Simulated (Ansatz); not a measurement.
System: C3H5O (charge -1, singlet). It need not be the lowest isomer of its formula. Whether it binds its extra electron was not tested at this geometry. 
Geometry from a B3LYP-D3(BJ)/def2-TZVP (Ansatz, a first-principles code) optimisation:
```
C
C 1 1.3788
H 2 1.0881 1 123.24
H 1 1.0958 2 112.46 3 172.24
C 1 1.3967 4 115.00 2 -179.68
H 5 1.0845 1 119.98 4 14.28
H 5 1.0873 6 116.43 1 -162.59
O 2 1.4405 3 113.46 1 159.81
H 8 0.9676 2 107.89 3 -88.63
```
Charge -1, spin multiplicity 1.

Basis-set convergence of Hartree-Fock and MP2 correlation energies (hartree) with Ansatz. Correlated levels leave the core frozen unless marked. Spin-orbit coupling is left out. Non-relativistic. This anion needs diffuse functions, which these sets lack.

```tsv
basis	functions	E(HF)	E(corr, MP2)
cc-pVDZ	-	-191.26732	-0.60833
cc-pVTZ	190	-191.33194	-0.75983
cc-pVQZ	370	?	?
```

Problem. What belongs in the gaps?

Solution. 
- cc-pVQZ, E(HF): -191.34958
- cc-pVQZ, E(corr, MP2): -0.81336
